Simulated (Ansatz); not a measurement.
Mulliken charges of CH5ClNOTa, SMILES `[CH3][Ta]([NH2])(=[O])[Cl]` from PBE/def2-TZVPP in Ansatz (PBE0-D4/def2-TZVP geometry).

```csv
atom,x (Å),y (Å),z (Å),charge (e)
C1,-0.913,1.062,-0.702,-0.435
Ta2,0.140,-0.072,0.798,0.738
N3,1.066,-1.517,-0.150,-0.386
O4,-1.093,-0.831,1.711,-0.329
Cl5,1.485,1.361,2.036,-0.266
H6,-0.222,1.518,-1.419,0.101
H7,-1.473,1.864,-0.207,0.116
H8,-1.631,0.448,-1.252,0.116
H9,0.828,-2.496,-0.097,0.182
H10,1.895,-1.387,-0.714,0.163
```

Q: By hand: the dipole of these point charges (1 e Å = 4.8032 D).

A: Σ q r = (0.131, -0.277, -0.599) e Å, of length 0.673 e Å = 3.23 D.

Q: How does the dipole of the full density compare? (Estimate.)

A: Computed: (0.377, -0.193, -0.604) e Å, 3.54 D; the point charges give 0.91 times that, at 21° from its direction.

Point charges leave out the atoms' own dipoles, such as those of lone pairs, and Mulliken's split depends on the basis, so the two needn't agree.
